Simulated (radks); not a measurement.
Species: I XL. Configuration: [Ne] 3s2 3p2 (the NIST ground configuration). Calculated with a radial shooting solver on a logarithmic mesh with Libxc functionals: scalar-relativistic Kohn-Sham, exchange-only LDA, spin-polarised, spherical densities, point nucleus; open shells are filled with parallel spins first (spin-orbit coupling, left out, can overturn this in heavy ions).

Radial electron density D(r) = 4 pi r^2 rho(r):

```
   r/bohr * D(r) (the largest magnitude, 80.7, reaches the edge; | marks zero)
 0.001637 |  *
 0.002031 |   *
 0.002521 |     *
 0.003154 |        *
 0.003914 |           *
 0.004858 |               *
 0.006029 |                    *
 0.007483 |                          *
 0.009362 |                                 *
  0.01162 |                                       *
  0.01442 |                                           *
   0.0179 |                                              *
  0.02221 |                                             *
  0.02779 |                                         *
  0.03449 |                                      *
   0.0428 |                                      *
  0.05312 |                                           *
  0.06646 |                                                   *
  0.08249 |                                                      *
   0.1024 |                                                *
   0.1271 |                                 *
   0.1577 |                    *
   0.1973 |              *
   0.2448 |             *
   0.3039 |          *
   0.3771 |     *
   0.4681 | *
   0.5856 *
   0.7268 *
    0.902 *
```

D(r) has 2 maxima, at r = 0.0188, 0.0812 bohr, and minima at 0.0386 bohr, inside which lie 2.04 electrons.
